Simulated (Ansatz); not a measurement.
Geometry optimisation, UKS PBE-D4/def2-SVP in Ansatz.

input.yaml

```yaml
crystal:
  periodic: [false, false, false]
  atoms:
    - { symbol: B, position_ang: [0.0, 0.0, 0.0] }
    - { symbol: Cl, position_ang: [0.0, 0.0, 2.11] }
    - { symbol: "N", position_ang: [1.3423, 0.0, -0.775] }
    - { symbol: H, position_ang: [1.8089, -0.9179, -1.0268] }
    - { symbol: H, position_ang: [1.7937, 0.9179, -1.0532] }
    - { symbol: O, position_ang: [-1.2211, 0.0, -0.705] }
    - { symbol: H, position_ang: [-1.7308, -0.8467, -0.4965] }
    - { symbol: H, position_ang: [0.0, 0.0, 3.78] }
magnetization:
  spin_polarized: true
  initial_magnetization: 1
basis:
  gaussian: { orbitals: def2-SVP }
hamiltonian:
  xc: pbe
  dispersion: d4
relax:
  f_tol: 0.15
  max_steps: 25
  restrain:
    - { distance: [1, 7], at: 1.37, k: 30.0 }
    - { distance: [0, 1], at: 3.06, k: 30.0 }
```

Launched with:

```bash
$ ansatz run input.yaml --threads 2 --pin off --max-ram 3072MiB --backend cpu --events-out ev --progress --plain --runs-dir out
```

Q: Where does it end, and by what steps?

A: The forces met the threshold. The restraints hold the end off the free minimum. After 10 steps the energy has fallen by 1.519 eV (the restraints' own energy left out); H4 moved furthest, 0.78 Å. Parted: B1–Cl2 (2.11 → 3.06 Å).

| step | energy less start (eV) | largest force component (eV/Å) | accepted |
| --- | --- | --- | --- |
| 0 | 0.0000 | 1.939 | yes |
| 1 | -0.1577 | 1.054 | yes |
| 2 | -0.1733 | 2.057 | yes |
| 3 | -0.7266 | 1.894 | yes |
| 4 | -1.1525 | 1.092 | yes |
| 5 | -1.3785 | 1.101 | yes |
| 6 | -1.4220 | 1.091 | yes |
| 7 | -1.4411 | 1.588 | yes |
| 8 | -1.5064 | 0.731 | yes |
| 9 | -1.4881 | 1.176 | no |
| 10 | -1.5194 | 0.736 | yes |

```xyz
8
Properties=species:S:1:pos:R:3
B 0.088 -0.423 -0.407
Cl -0.014 -0.361 2.649
N 1.333 -0.061 -0.932
H 2.213 -0.429 -0.570
H 1.428 0.641 -1.678
O -1.117 0.042 -0.858
H -1.847 -0.279 -0.303
H -0.091 0.023 3.933
```

Run time: 23 s on 2 threads of Arm Neoverse V1, with other jobs on the host, peak memory 0.16 GiB.
